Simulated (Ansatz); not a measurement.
`C/C=C\[SiH2]Cl` → propene + `[SiH]Cl` at 400 K and 1 bar (silylene formation by 1,1-elimination).

Computed with Ansatz on PBE0-D4/def2-TZVP structures; ΔE is electronic, products minus reactants. CCSD(T)/CBS adds triple-zeta CCSD(T) − MP2 to the extrapolated MP2 energy (def2 sets, frozen cores). This one scheme is used for every species. One conformer a species, not always the lowest.

| species | CCSD(T)/CBS energy (Eh) | H − E (kJ/mol) | S (J/(mol·K)) |
| --- | --- | --- | --- |
| `C/C=C\[SiH2]Cl` | -867.26174 | 268.5 | 390.5 |
| `C=CC` | -117.74610 | 229.7 | 285.2 |
| `[SiH]Cl` | -749.43948 | 35.1 | 263.9 |

H − E and S are ideal-gas, rigid-rotor, harmonic terms from PBE0-D4/def2-TZVP, for one conformer and one mirror image of each species. 1 Eh = 2625.50 kJ/mol, R = 8.31446 J/(mol·K).

**Question.** By hand: ΔE, ΔH, ΔS and ΔG.

**Answer.** ΔE = (-117.74610) + (-749.43948) − (-867.26174) = 0.07616 Eh = 200.0 kJ/mol. Δ(H − E) = 229.7 + 35.1 − 268.5 = -3.7, so ΔH = 196.3 kJ/mol. ΔS = 285.2 + 263.9 − 390.5 = 158.6 J/(mol·K). ΔG = 196.3 − 400 × (158.6)/1000 = 132.9 kJ/mol.

**Question.** By hand: the equilibrium constant, and the temperature at which ΔG would vanish if ΔH and ΔS stayed fixed.

**Answer.** log₁₀ K = −ΔG/(RT ln 10) = -17.4. ΔG = 0 at ΔH/ΔS = 1238 K.

The number of gas molecules changes by +1, which sets the sign of ΔS. A doubt of 5 kJ/mol in ΔE shifts log₁₀ K by 0.7 here. Other conformers and mirror images would add mixing entropy, several J/(mol·K) or more a flexible species. Modes under 60 cm⁻¹, often nearly free rotors, make the harmonic entropy too high. These are equilibria of isolated gas molecules and say nothing of rates. Largest T1 diagnostic: 0.013 (customary marks: 0.02 for closed shells, 0.045 for open ones).
